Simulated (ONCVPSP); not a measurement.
# Pseudopotential generation for In: ONCV, PBEsol, fully relativistic.

ONCVPSP 4.0.1 input, shortened (lines: element, Z, core and valence counts, functional; n l f; lmax; l rc ep ncon nbas qcut; lloc lpopt rc5 dvloc0; l nproj debl; icmod fcfact rcfact), PBEsol, fully relativistic:

```
  In 49.00    6    4  -116133      upf
    1    0    2.00
    2    0    2.00
    2    1    6.00
    3    0    2.00
    3    1    6.00
    3    2   10.00
    4    0    2.00
    4    1    6.00
    4    2   10.00
    5    0    1.00
    2
    0    1.25    0.00    3    6    8.60
    1    1.40    0.00    5    9   12.20
    2    1.20    0.00    5    9    9.00
    4    5    0.95    0.00
    0    2    2.40
    1    2    3.60
    2    2    1.50
    0    0.00    0.00
```

Open shells are filled in proportion to 2j + 1.

Poles of the logarithmic derivatives, all-electron (AE) and pseudo (PS). s: poles at -3.9 (AE) and -3.9 (PS) Ha. p3/2: poles at -2.6 (AE) and -2.6 (PS) Ha. p1/2: poles at -3.0 (AE) and -3.0 (PS) Ha. d5/2: poles at 1.4 (AE) and 1.4 (PS) Ha. d3/2: poles at 1.4 (AE) and 1.4 (PS) Ha. Test radii: s 1.27, p3/2 1.42, p1/2 1.42, d5/2 1.22, d3/2 1.22 bohr.

* Cutoffs needed: 48 Ha and 102 Ha (the cutoffs (Ha) at which the residual kinetic energy of the hardest occupied pseudo-wave falls to 1 and 0.1 mHa per electron)
* Ghost test: no bound ghost flagged; GHOST(+) flagged for s at 224.3 eV
* Largest excitation error: -0.8 meV (all-electron minus pseudo) for 4s2 4p6 4d10 5s2 5p1, out of 4 test configurations
